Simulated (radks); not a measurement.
Fractional charge and spin in the 1s shell of beryllium: the spin-up occupation runs from 0 to 1 and the spin-down occupation from 0 to 1; the fullest corner is Be, 2s2 1s(up 1, down 1). Method: non-relativistic Kohn-Sham, PBE, spin-polarised, spherical densities, point nucleus; computed with a radial shooting solver on a logarithmic mesh with Libxc functionals. Energy (eV) minus the two flat planes that join the four corners (they meet along the diagonal where the two added fractions sum to one electron); zero is where a piecewise linear energy would lie.

\begin{tabular}{lrrrrr}
down \ up & 0 & 0.25 & 0.5 & 0.75 & 1 \\ \hline
0 & 0.000 & -3.558 & -5.121 & -3.979 & 0.000 \\
0.25 & -3.558 & -3.255 & -1.034 & 3.730 & -2.795 \\
0.5 & -5.121 & -1.034 & 4.824 & -0.893 & -4.053 \\
0.75 & -3.979 & 3.730 & -0.893 & -3.238 & -3.164 \\
1 & 0.000 & -2.795 & -4.053 & -3.164 & 0.000 \\
\end{tabular}

Corners above the fullest one (they belong to Be+ and the next ion): (up 1, down 0) 123.44 eV, (up 0, down 1) 123.44 eV, (up 0, down 0) 302.80 eV. With half an added electron in each spin the energy lies 4.824 eV from the planes, and with half an added electron in spin up alone -5.121 eV. The planes are only a guide here: the flat-plane condition holds for ground states with one frontier orbital, while this shell lies below other occupied shells, so the corners above the fullest one are inner-hole states and not the ground states of those ions.
